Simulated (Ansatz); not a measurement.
`O[SiH](Br)O[SiH3]` + HCl → `O[SiH](Cl)Br` + `O[SiH3]` at 600 K and 1 bar (ligand exchange at the Si–O bond).

Program: Ansatz. Geometries: PBE0-D4/def2-TZVP. ΔE: electronic, gas phase. CCSD(T)/CBS adds triple-zeta CCSD(T) − MP2 to the extrapolated MP2 energy (def2 sets, frozen cores). This one scheme is used for every species. For Br outer-core shells are correlated without core-valence functions, which leaves a few kJ/mol of doubt a bond. Scalar relativity is left out up to krypton. One conformer a species, not always the lowest.

```
            species  CCSD(T)/CBS energy (Eh)  H − E (kJ/mol)  S (J/(mol·K))
`O[SiH](Br)O[SiH3]`              -3305.02778           212.6          502.5
                HCl               -460.38127            35.4          207.2
     `O[SiH](Cl)Br`              -3398.70645           115.3          399.3
          `O[SiH3]`               -366.69042           135.7          307.9
```

H − E and S are ideal-gas, rigid-rotor, harmonic terms from PBE0-D4/def2-TZVP, for one conformer and one mirror image of each species. 1 Eh = 2625.50 kJ/mol, R = 8.31446 J/(mol·K).

Task: By hand: ΔE, ΔH, ΔS and ΔG.

Result: ΔE = (-3398.70645) + (-366.69042) − (-3305.02778) − (-460.38127) = 0.01218 Eh = 32.0 kJ/mol. Δ(H − E) = 115.3 + 135.7 − 212.6 − 35.4 = 3.0, so ΔH = 35.0 kJ/mol. ΔS = 399.3 + 307.9 − 502.5 − 207.2 = -2.5 J/(mol·K). ΔG = 35.0 − 600 × (-2.5)/1000 = 36.5 kJ/mol.

Task: By hand: the equilibrium constant, and the temperature at which ΔG would vanish if ΔH and ΔS stayed fixed.

Result: log₁₀ K = −ΔG/(RT ln 10) = -3.2. ΔH and −TΔS have one sign here, so there is no such temperature.

The number of gas molecules stays the same, so ΔS is small and ΔH decides. A doubt of 5 kJ/mol in ΔE shifts log₁₀ K by 0.4 here. Other conformers and mirror images would add mixing entropy, several J/(mol·K) or more a flexible species. Modes under 60 cm⁻¹, often nearly free rotors, make the harmonic entropy too high. These are equilibria of isolated gas molecules and say nothing of rates. Largest T1 diagnostic: 0.011 (customary marks: 0.02 for closed shells, 0.045 for open ones).

ΔS is within the doubt of such terms, so its sign, and with it that verdict, could turn.
